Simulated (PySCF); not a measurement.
Species: C₈H₈F (doublet state).
Bonds: C1–C2, C2–C3, C3–C4 (aromatic), C4–C5 (aromatic), C5–C6 (aromatic), C6–F7, C6–C8 (aromatic), C8–C9 (aromatic), C3–C9 (aromatic). Hydrogens: H10, H11, H12 on C1; H13, H14 on C2; H15 on C4; H16 on C8; H17 on C9.

Computed geometry: GFN2-xTB, gas phase. This method treats the open shell by occupation alone, without spin polarisation.

Question: What internal coordinates does the optimisation give?

Answer: 
```json
{"bond": "C1–C2", "length (Å)": "1.530", "order": "single"}
{"bond": "C2–C3", "length (Å)": "1.501", "order": "single"}
{"bond": "C3–C4", "length (Å)": "1.401", "order": "aromatic"}
{"bond": "C4–C5", "length (Å)": "1.358", "order": "aromatic"}
{"bond": "C5–C6", "length (Å)": "1.365", "order": "aromatic"}
{"bond": "C6–F7", "length (Å)": "1.346", "order": "single"}
{"bond": "C6–C8", "length (Å)": "1.392", "order": "aromatic"}
{"bond": "C8–C9", "length (Å)": "1.382", "order": "aromatic"}
{"bond": "C3–C9", "length (Å)": "1.388", "order": "aromatic"}
{"bond": "C1–H10, C1–H11, C1–H12", "length (Å)": "1.088", "order": "single"}
{"bond": "C2–H13, C2–H14", "length (Å)": "1.092", "order": "single"}
{"bond": "C4–H15", "length (Å)": "1.080", "order": "single"}
{"bond": "C8–H16", "length (Å)": "1.079", "order": "single"}
{"bond": "C9–H17", "length (Å)": "1.081", "order": "single"}
```

Bonds in one row agree within 0.01 Å and their mean is given. Orders are formal, as drawn. A selection of angles:
```json
{"angle": "C2–C1–H10", "degrees": "110.4"}
{"angle": "H10–C1–H11", "degrees": "108.7"}
{"angle": "H11–C1–H12", "degrees": "108.3"}
{"angle": "C1–C2–C3", "degrees": "110.5"}
{"angle": "C1–C2–H13", "degrees": "109.4"}
{"angle": "C3–C2–H13", "degrees": "109.5"}
{"angle": "H13–C2–H14", "degrees": "108.2"}
{"angle": "C2–C3–C4", "degrees": "120.1"}
{"angle": "C2–C3–C9", "degrees": "121.5"}
{"angle": "C4–C3–C9", "degrees": "118.3"}
{"angle": "C3–C4–C5", "degrees": "118.9"}
{"angle": "C3–C4–H15", "degrees": "119.8"}
{"angle": "C5–C4–H15", "degrees": "121.3"}
{"angle": "C4–C5–C6", "degrees": "123.5"}
{"angle": "C5–C6–F7", "degrees": "122.6"}
{"angle": "C5–C6–C8", "degrees": "118.3"}
{"angle": "F7–C6–C8", "degrees": "119.0"}
{"angle": "C6–C8–C9", "degrees": "119.3"}
{"angle": "C6–C8–H16", "degrees": "118.8"}
{"angle": "C9–C8–H16", "degrees": "121.9"}
{"angle": "C8–C9–H17", "degrees": "119.1"}
{"angle": "C3–C9–C8", "degrees": "121.6"}
{"angle": "C3–C9–H17", "degrees": "119.2"}
```

Dihedral angles: C1–C2–C3–C4 89° (synclinal). The mirror-image conformer, all signs reversed, is as good.

C6 (carbon bonded to 2 C and F) is planar (angles 122.6°, 119.0° and 118.3°, sum 360.0°, 0.00 Å off the plane of its three neighbours). C3 (carbon bonded to 3 C) is planar (angles 121.5°, 120.1° and 118.3°, sum 360.0°, 0.02 Å off the plane of its three neighbours). C4 (carbon bonded to 2 C and H) is planar (angles 121.3°, 119.8° and 118.9°, sum 360.0°, 0.00 Å off the plane of its three neighbours). The C–C distances run from 1.358 Å (C4–C5, aromatic) to 1.530 Å (C1–C2, drawn single), a spread of 0.172 Å. The 6-membered ring C3–C4–C5–C6–C8–C9 has internal angles of 118.3° to 123.5°; it is planar, 0.00 Å rms from its mean plane, widest ring torsion 0°. C8 (carbon bonded to 2 C and H) is planar (angles 121.9°, 119.3° and 118.8°, sum 360.0°, 0.00 Å off the plane of its three neighbours). Of the pairs four or more bonds apart, H14···H15 is among the closest relative to their van der Waals radii: 2.45 Å, 102 % of the sum of Bondi's values.

Stationary, but not proved a minimum.
